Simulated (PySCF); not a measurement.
Calculated NMR parameters of B1C=CBC=C1

* Formula: C4H6B2
* SMILES: B1C=CBC=C1
* Point group of the computed structure: Cs
* Carbon signals: 1
* Proton signals: 2

Structure with atom numbers: `[BH:1]1[CH:2]=[CH:3][BH:4][CH:5]=[CH:6]1`; H(Xn) means a hydrogen on atom n.

Level of theory: spin–spin couplings from B3LYP/pcJ-1 (spin–dipole term only in couplings to heteroatoms), PBE0-D3(BJ)/def2-SVP structure, σ from GIAO-B97-2/pcSseg-2, in PySCF (non-relativistic, one averaged value for each set of equivalent atoms, gas phase, a single conformation).

Chemical shifts δ = σref − σ; ¹H (σref 31.36) and ¹³C (σref 183.46) against TMS; BF3·OEt2 for ¹¹B (σref 100.12), all at this level.

| carbon | δC, type | δH (multiplicity, J in Hz) | HMBC from (abs. J ≥ 3 Hz) | span of the C tensor (ppm) |
| --- | --- | --- | --- | --- |
| C2/C3/C5/C6 | 163.5, CH | 7.49 (m) | H(C2)/H(C3)/H(C5)/H(C6), H(B1)/H(B4) | 282 |

Other nuclei:
| atoms | nucleus | environment | δ (ppm) | σ (ppm) |
| --- | --- | --- | --- | --- |
| H(B1)/H(B4) | ¹H | hydrogen on a boron bonded to 2 C, in a 6-membered ring | 6.08 | 25.28 |
| B1/B4 | ¹¹B | boron bonded to 2 C, H, in a 6-membered ring | 60.4 | 39.7 |

Selected couplings (Hz, signed; the shortest-range and largest first, 30 at most; isotopes ¹³C, ¹H, ¹¹B): ¹J(C2,H(C2)) 152.7, ¹J(B1,H(B1)) 132.7, ¹J(B1,C2) 65.1, ²J(B1,H(C2)) 5.5, ²J(B1,C3) 3.0, ³J(B1,H(C3)) 9.0, ³J(H(B1),H(C2)) 3.9, ⁴J(H(B1),H(C3)) 1.6.

1. δC 163.5: alkene CH; the olefinic region.
2. δH 7.49: hydrogen on an alkene CH; olefinic region.
3. δH 6.08: hydrogen on a boron bonded to 2 C, in a 6-membered ring.

Hydrogens on boron are broadened and split by ¹¹B (spin 3/2, 80 %) and 10B (spin 3). A carbon bonded to boron is broadened by the quadrupolar boron nucleus and is often missing from a measured spectrum. Splittings below 1 Hz are ignored in the labels, and close J values are merged. Couplings among chemically equivalent protons are left out too, so labels in AA′BB′ or AA′XX′ sets are apparent multiplicities. Shifts are as computed. Against solution values, carbons near 30 ppm lie about +4 ppm off and those near 130 ppm about +7 ppm. Of 1211 compounds with measured shifts, 218 miss one by over three times the rms of a fit or turn the order of signals round; such compounds aren't used in these exercises.
